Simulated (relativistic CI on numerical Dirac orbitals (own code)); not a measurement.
Sc2+ in a cubic cluster: L2,3 absorption with charge transfer

Computed with a charge-transfer multiplet model of a cubic metal-ligand cluster with up to one ligand hole, Slater and spin-orbit integrals from Dirac-Coulomb-Breit ions, Slater integrals scaled by 0.8. The ground state mixes d1 with configurations of k ligand holes L, whose averages lie at kΔ + k(k − 1)U_dd/2; a core hole lowers each added d electron by U_cd. 300 K, Lorentzian 0.4 eV and Gaussian 0.3 eV FWHM.

Atomic integrals in eV (Slater integrals scaled, ζ unscaled), ground: F2dd 4.710, F4dd 2.885, zeta_d 0.008; with the core hole: F2dd 6.786, F4dd 4.228, zeta_d 0.015, zeta_core 3.008, F2cd 3.515, G1cd 2.451, G3cd 1.388. Where a configuration has fewer than two d electrons, the dd integrals are those of d2.

Cluster parameters (eV): Δ = 8.3, U_dd = 4.8, U_cd = 5.6, 10Dq = 1.35, 10Dq(ligand) = 0.8, final-state hopping factor = 1.

```tsv
Case	n_d	d1	d2L	S
V(eg) = 1.75 eV, V(t2g) = -0.88 eV	1.14	0.86	0.14	0.50
V(eg) = 2.35 eV, V(t2g) = -1.19 eV	1.19	0.81	0.19	0.50
V(eg) = 2.65 eV, V(t2g) = -1.34 eV	1.22	0.78	0.22	0.50
V(eg) = 3.25 eV, V(t2g) = -1.64 eV	1.25	0.75	0.25	0.50
V(eg) = 3.55 eV, V(t2g) = -1.8 eV	1.27	0.73	0.27	0.50
```

Weights, n_d and S are thermal averages at 300 K. Photon energies count from the first peak over 30 % of the highest in each spectrum, which can be another peak from case to case. The parameters are a model scan and need not match a compound or its usual spin state. Peaks in eV (height, largest 100):
- V(eg) = 1.75 eV, V(t2g) = -0.88 eV: -1.7 (23), 0.0 (46), 1.4 (99), 2.7 (66), 4.5 (88), 5.7 (100)
- V(eg) = 2.35 eV, V(t2g) = -1.19 eV: -1.8 (24), 0.0 (46), 1.3 (100), 2.6 (69), 4.5 (88), 5.6 (100)
- V(eg) = 2.65 eV, V(t2g) = -1.34 eV: -1.8 (25), 0.0 (45), 1.3 (100), 2.5 (70), 4.5 (86), 5.6 (100)
- V(eg) = 3.25 eV, V(t2g) = -1.64 eV: -0.8 (26), 0.0 (34), 1.1 (45), 2.4 (98), 3.5 (73), 5.6 (84), 6.7 (100)
- V(eg) = 3.55 eV, V(t2g) = -1.8 eV: -0.8 (26), 0.0 (36), 1.1 (45), 2.5 (97), 3.5 (75), 5.6 (82), 6.7 (100)

Curve for V(eg) = 3.55 eV, V(t2g) = -1.8 eV (points under 2 left out, the grid thinned):

```json
{"E (eV)": "-2.3", "Intensity": "2.2"}
{"E (eV)": "-2.0", "Intensity": "3.4"}
{"E (eV)": "-1.7", "Intensity": "5.0"}
{"E (eV)": "-1.4", "Intensity": "8.2"}
{"E (eV)": "-1.2", "Intensity": "13.1"}
{"E (eV)": "-0.9", "Intensity": "24.4"}
{"E (eV)": "-0.6", "Intensity": "24.8"}
{"E (eV)": "-0.3", "Intensity": "28.4"}
{"E (eV)": "0.0", "Intensity": "35.7"}
{"E (eV)": "0.3", "Intensity": "33.5"}
{"E (eV)": "0.6", "Intensity": "35.0"}
{"E (eV)": "0.9", "Intensity": "39.9"}
{"E (eV)": "1.1", "Intensity": "44.6"}
{"E (eV)": "1.4", "Intensity": "40.4"}
{"E (eV)": "1.7", "Intensity": "47.0"}
{"E (eV)": "2.0", "Intensity": "65.2"}
{"E (eV)": "2.3", "Intensity": "88.6"}
{"E (eV)": "2.6", "Intensity": "91.2"}
{"E (eV)": "2.9", "Intensity": "60.2"}
{"E (eV)": "3.1", "Intensity": "52.6"}
{"E (eV)": "3.4", "Intensity": "72.5"}
{"E (eV)": "3.7", "Intensity": "72.5"}
{"E (eV)": "4.0", "Intensity": "58.8"}
{"E (eV)": "4.3", "Intensity": "34.7"}
{"E (eV)": "4.6", "Intensity": "38.7"}
{"E (eV)": "4.9", "Intensity": "54.4"}
{"E (eV)": "5.1", "Intensity": "57.5"}
{"E (eV)": "5.4", "Intensity": "71.6"}
{"E (eV)": "5.7", "Intensity": "80.6"}
{"E (eV)": "6.0", "Intensity": "57.1"}
{"E (eV)": "6.3", "Intensity": "63.0"}
{"E (eV)": "6.6", "Intensity": "95.1"}
{"E (eV)": "6.9", "Intensity": "95.7"}
{"E (eV)": "7.1", "Intensity": "84.6"}
{"E (eV)": "7.4", "Intensity": "47.4"}
{"E (eV)": "7.7", "Intensity": "21.2"}
{"E (eV)": "8.0", "Intensity": "10.1"}
{"E (eV)": "8.3", "Intensity": "6.1"}
{"E (eV)": "8.6", "Intensity": "4.8"}
{"E (eV)": "8.9", "Intensity": "3.7"}
{"E (eV)": "9.2", "Intensity": "2.7"}
{"E (eV)": "9.4", "Intensity": "2.3"}
{"E (eV)": "9.7", "Intensity": "2.2"}
{"E (eV)": "10.0", "Intensity": "2.7"}
{"E (eV)": "10.3", "Intensity": "2.0"}
```

For the case V(eg) = 2.65 eV, V(t2g) = -1.34 eV, Δ = 8.3 eV is larger than U_dd = 4.8 eV, the Mott-Hubbard side of the Zaanen-Sawatzky-Allen scheme. With the core hole the configuration with one ligand hole lies at Δ + U_dd − U_cd = 7.5 eV above the one without, against Δ in the ground state. The added d electron screens the hole, so the order of the configurations is kept and charge-transfer satellites are weaker than in photoemission.

With at most 1 ligand hole the space is cut while the next configuration still counts, so covalency is underestimated, and a final configuration with one more ligand hole, which can lie low, is missing from the spectra.
